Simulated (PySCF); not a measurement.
Polarisability and C₆ of Pd⁺ (palladium, charge +1)

[Kr] 4d9, 2D determinant. All numbers are calculated (PySCF 2.14, scalar relativity by spin-free X2C-1e, in aug-cc-pVTZ-DK (9s8p6d3f2g, 102 functions)). Coupled (time-dependent) response in atomic units; α is the mean over directions.

```tsv
method	mean α (bohr³)	α xx, yy, zz	C₆ (like pair)	S(−4)
PBE0	11.13	10.87, 10.87, 11.67	67.97	45.38
```

S(−4) is the Cauchy moment in α(ω) = α(0) + S(−4) ω² + …

Spin-orbit coupling is absent.

α(iu) at PBE0:

```json
{"u (hartree)": "0", "α(iu) (bohr³)": "11.13"}
{"u (hartree)": "0.0500", "α(iu) (bohr³)": "11.02"}
{"u (hartree)": "0.100", "α(iu) (bohr³)": "10.71"}
{"u (hartree)": "0.200", "α(iu) (bohr³)": "9.734"}
{"u (hartree)": "0.300", "α(iu) (bohr³)": "8.652"}
{"u (hartree)": "0.500", "α(iu) (bohr³)": "6.868"}
{"u (hartree)": "0.750", "α(iu) (bohr³)": "5.328"}
{"u (hartree)": "1.00", "α(iu) (bohr³)": "4.246"}
{"u (hartree)": "1.50", "α(iu) (bohr³)": "2.850"}
{"u (hartree)": "2.00", "α(iu) (bohr³)": "2.029"}
{"u (hartree)": "3.00", "α(iu) (bohr³)": "1.166"}
{"u (hartree)": "5.00", "α(iu) (bohr³)": "0.5199"}
```

A single London oscillator, α(iu) = α/(1 + u²/ω²), gives C₆ = (3/4) ω α². Matching the computed C₆ needs ω = 4 × 67.97 / (3 × 11.13²) = 0.732 hartree.

For an ion, C₆ is the dispersion term alone; charge-induced terms of lower order in 1/R come first.

The components differ because the open shell of this determinant is not spherical; for a pure term their mean is the scalar polarisability.
